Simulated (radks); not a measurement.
Values are calculated unless marked as measured or tabulated.
Neutral chromium inside a hard spherical wall (all orbitals vanish at R), configuration held at [Ar] 3d5 4s1 and not refilled when levels cross. Level of theory: non-relativistic Kohn-Sham, LDA (Slater exchange, Perdew-Wang correlation), spin-polarised, spherical densities, point nucleus; open shells are filled with parallel spins first (a radial shooting solver on a logarithmic mesh with Libxc functionals). Eigenvalues in eV for spin up, with the zero of energy where the potential of the charges vanishes at infinity; a dash marks a level that is unbound or too diffuse for the functional's potential to be trusted. A positive occupied level is held by the wall or, in an anion where self-interaction has pushed it up, behind a barrier. The pressure on the wall is -dE/dV.

| R (bohr) | E (hartree) | kinetic (hartree) | e(3s) | e(3p) | e(4s) | e(3d) | e(4p, empty) | e(5s, empty) | pressure (GPa) |
|---|---|---|---|---|---|---|---|---|---|
| free | -1042.20861 | 1040.858 | -72.882 | -45.808 | -4.533 | -3.979 | -1.292 | -0.023 | 0 |
| 15 | -1042.20861 | 1040.858 | -72.882 | -45.808 | -4.533 | -3.979 | -1.287 | 0.403 | < 0.0001 |
| 12 | -1042.20857 | 1040.858 | -72.877 | -45.802 | -4.529 | -3.974 | -1.255 | 0.979 | 0.000787 |
| 10 | -1042.20821 | 1040.862 | -72.845 | -45.770 | -4.501 | -3.944 | -1.150 | 1.984 | 0.0105 |
| 8 | -1042.20500 | 1040.885 | -72.659 | -45.586 | -4.329 | -3.771 | -0.731 | 4.562 | 0.144 |
| 7 | -1042.19794 | 1040.927 | -72.367 | -45.296 | -4.032 | -3.502 | -0.160 | 7.339 | 0.552 |
| 6 | -1042.17699 | 1041.032 | -71.723 | -44.660 | -3.310 | -2.911 | 1.044 | 12.421 | 2.25 |
| 5 | -1042.11237 | 1041.304 | -70.304 | -43.267 | -1.476 | -1.599 | 3.748 | 22.490 | 10.3 |
| 2 | -1035.07892 | 1064.278 | -33.548 | -5.821 | 106.89 | 40.945 | 123.05 | 327.02 | 8960 |
| 1.5 | -1018.54724 | 1111.952 | 16.383 | 47.095 | 283.12 | 97.831 | 296.57 | 708.33 | 65800 |
